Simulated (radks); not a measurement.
Spherical quantum dot in the effective-mass picture: electrons in a parabolic well V = omega^2 r^2 / 2 with omega = 0.111, with a point charge +2 (a donor) at the centre, all in effective atomic units (hartree* = m*/eps^2 hartree, bohr* = eps/m* bohr), one dielectric constant everywhere. Method: non-relativistic Kohn-Sham, LDA (Slater exchange, Perdew-Wang correlation), spin-polarised, spherical densities; computed with a radial shooting solver with Libxc functionals. Levels are named by radial order and angular momentum (1s, 1p, 1d, 2s, ...), and open shells are averaged over m. Each electron was tried in the lowest free levels, single moves between levels near the top were tried too, and the lowest total energy was kept; such a search can miss a lower state. At N = 1 the Hartree and exchange-correlation terms need not cancel, so that row can carry a self-interaction error.

N	open shells	2S	E (hartree*)	mu = E(N) - E(N-1) (hartree*)	addition energy mu(N+1) - mu(N) (hartree*)	e(HOMO) (hartree*)	rms radius (bohr*)
1	1s(up 1, down 0)	1	-1.93686	-1.9369	1.055	-1.5041	0.8900
2	none	0	-2.81885	-0.88199	1.105	-0.55495	1.117
3	2s(up 1, down 0)	1	-2.59557	0.22328	0.1744	0.29798	2.794
4	none	0	-2.19787	0.39770	0.1839	0.47170	3.579
5	1p(up 1, down 0)	1	-1.61626	0.58162	0.1423	0.65423	4.152
6	1p(up 3, down 0) 2s(up 1, down 0)	4	-0.892313	0.72394	0.1352	0.78635	4.614
7	1p(up 3, down 0)	3	-0.0331262	0.85919	0.1503	0.92391	5.039
8	1p(up 3, down 1)	2	0.976409	1.0095	0.1160	1.0680	5.423
9	1p(up 3, down 2)	1	2.10193	1.1255	0.1130	1.1825	5.763
10	none	0	3.34041	1.2385	0.1594	1.2939	6.071
11	1d(up 1, down 0)	1	4.73832	1.3979	0.1010	1.4487	6.390
12	1d(up 2, down 0)	2	6.23724	1.4989	0.09909	1.5488	6.676
13	1d(up 3, down 0)	3	7.83525	1.5980	0.09717	1.6469	6.937
14	1d(up 4, down 0)	4	9.53043	1.6952	0.09529	1.7431	7.178
15	1d(up 5, down 0)	5	11.3209	1.7905	0.1107	1.8375	7.403
16	1d(up 5, down 1)	4	13.2220	1.9011	0.08966	1.9462	7.619
17	1d(up 5, down 2)	3	15.2129	1.9908	0.08846	2.0352	7.823
18	1d(up 5, down 3)	2	17.2921	2.0793	0.08722	2.1231	8.015
19	1d(up 5, down 4)	1	19.4586	2.1665	0.08599	2.2097	8.198
20	none	0	21.7111	2.2525	0.1241	2.2951	8.373
21	1f(up 1, down 0)	1	24.0877	2.3766	0.08140	2.4174	8.551
22	1f(up 2, down 0)	2	26.5456	2.4580	0.08047	2.4984	8.722
23	1f(up 3, down 0)	3	29.0841	2.5384	0.07955	2.5784	8.885
24	1f(up 4, down 0)	4	31.7020	2.6180	0.07865	2.6575	9.041
25	1f(up 5, down 0)	5	34.3987	2.6966	0.07778	2.7357	9.191
26	1f(up 6, down 0)	6	37.1731	2.7744	0.07693	2.8130	9.336
27	1f(up 7, down 0)	7	40.0244	2.8513	0.09047	2.8895	9.477
28	1f(up 7, down 1)	6	42.9662	2.9418	0.07432	2.9791	9.614
29	1f(up 7, down 2)	5	45.9824	3.0161	0.07368	3.0531	9.748
30	1f(up 7, down 3)	4	49.0722	3.0898	0.07303	3.1264	9.877
31	1f(up 7, down 4)	3	52.2350	3.1628	0.07239	3.1991	10.00
32	1f(up 7, down 5)	2	55.4703	3.2352	0.07176	3.2712	10.12
33	1f(up 7, down 6)	1	58.7773	3.3070	-	3.3427	10.24

All shells are closed at N = 2, 4, 10, 20 (there: 1s2 1p6 1d10 2s2); the second difference of the energy has clear peaks (12 % above both neighbours; the first and last values, which can be the largest, are not judged, and half-filled shells can peak too) at N = 10, 15, 20, 27.
